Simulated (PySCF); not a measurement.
# Dipole moment and polarisability of `C/C([SiH3])=C/F`

Species: C₃H₇FSi.
Geometry (GFN2-xTB, Å), atoms numbered from 1 in this order:
```
atom  x, y, z in Å
C1    -1.2541   -0.8843    0.0436
C2    -0.2114    0.1864   -0.0280
Si3    1.6210   -0.2827    0.1026
C4    -0.5720    1.4472   -0.1905
F5     0.3413    2.4406   -0.2603
H6    -1.0969   -1.6106   -0.7521
H7    -1.1775   -1.4137    0.9919
H8    -2.2581   -0.4741   -0.0499
H9     1.6750   -1.6773    0.5493
H10    2.2329   -0.1550   -1.2209
H11    2.2804    0.5894    1.0716
H12   -1.5795    1.8334   -0.2833
```

Level: CAM-B3LYP/def2-SVPD (PySCF), static field, nuclei fixed, core orbitals frozen in the response. The polarisability tensor in these axes (au):

```
x   69.41 -3.18  1.08
y   -3.18 72.45 -2.42
z    1.08 -2.42 51.84
```

Problem. What are the eigenvalues, a third of the trace, and Δα (Δα² = ½Σ(αi − αj)² over the three pairs)?

Solution. Principal values 51.52, 67.42 and 74.76 au; mean 64.57 au = 9.57 Å³ = 10.65 × 10⁻⁴⁰ C²·m²/J; Δα = 20.57 au (32 % of the mean).

Problem. What is the dipole moment, and where does it point?

Solution. (-1.29, -1.24, 0.09) D, 1.79 D in size, pointing from the negative to the positive side. Measured along this direction, the outermost atoms are H11 and F5 at the negative end and H8, H7 and H6 at the positive end.

Problem. Give the eigenvalues of the traceless quadrupole moment Θ = ½Σq(3rr − r²1), origin at the centre of nuclear charge.

Solution. -3.61, -0.78, 4.40 D·Å. The values depend on the origin, since the dipole doesn't vanish. The electronic extent ⟨r²⟩ about the same centre is 623 bohr², a root-mean-square distance of 1.91 Å for the 48 electrons.

Problem. Rayleigh depolarisation ratio (linearly polarised light, static tensor)?

Solution. ρ = 3Δα²/(45ᾱ² + 4Δα²) = 1269.1/(187593 + 1692.2) = 0.0067.

Problem. Sum over states: ᾱ = Σ f/ω², ω in Eh. What share falls to these 8 lowest TDDFT singlets (eV, f)? 6.80, 0.2359; 6.95, 0.0100; 7.24, 0.0013; 7.48, 0.0039; 7.69, 0.0032; 7.95, 0.0098; 8.38, 0.0728; 8.44, 0.0354.

Solution. They add up to 5.29 au, 8.2 % of the 64.57 au; the largest single term is 3.78 au, from the state at 6.80 eV. Terms in order: 3.78, 0.15, 0.02, 0.05, 0.04, 0.12, 0.77, 0.37 au. Higher excitations give the rest. The strengths listed sum to 0.372.

Isolated species at its GFN2-xTB geometry, gas phase. GFN2-xTB frequencies show an imaginary mode (38i cm⁻¹), so this geometry is no minimum at that level.
